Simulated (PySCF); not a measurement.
C₅H₄F₂O, SMILES C=C1OC=C(F)[C@H]1F. Coordinates come from a PBE-D3(BJ)/def2-SVP optimisation. The structure was generated by enumeration; whether it is a known compound was not checked. Other conformers were not sampled.

Task: Give the equilibrium geometry at PBE-D3(BJ)/def2-SVP (PySCF confirms it by a frequency run) as bond lengths and angles. (The exact figures need the calculation; the answer reports its results.)

Result: This is not unique; one that fits is 
Atoms: C1 C2 O3 C4 C5 F6 C7 F8 H9 H10 H11 H12. Bonds (Å): C1–C2 1.341, C1–H9 1.099, C1–H10 1.098, C2–O3 1.390, C2–C7 1.524, O3–C4 1.379, C4–C5 1.350, C4–H11 1.096, C5–F6 1.335, C5–C7 1.496, C7–F8 1.403, C7–H12 1.113. Bond angles (°): C2–C1–H9 120.9, C2–C1–H10 119.7, H9–C1–H10 119.4, C1–C2–O3 121.8, C1–C2–C7 128.0, O3–C2–C7 110.2, C2–O3–C4 107.2, O3–C4–C5 112.6, O3–C4–H11 116.1, C5–C4–H11 131.2, C4–C5–F6 127.3, C4–C5–C7 109.8, F6–C5–C7 122.9, C2–C7–C5 99.9, C2–C7–F8 111.6, C2–C7–H12 113.0, C5–C7–F8 112.6, C5–C7–H12 113.6, F8–C7–H12 106.3.
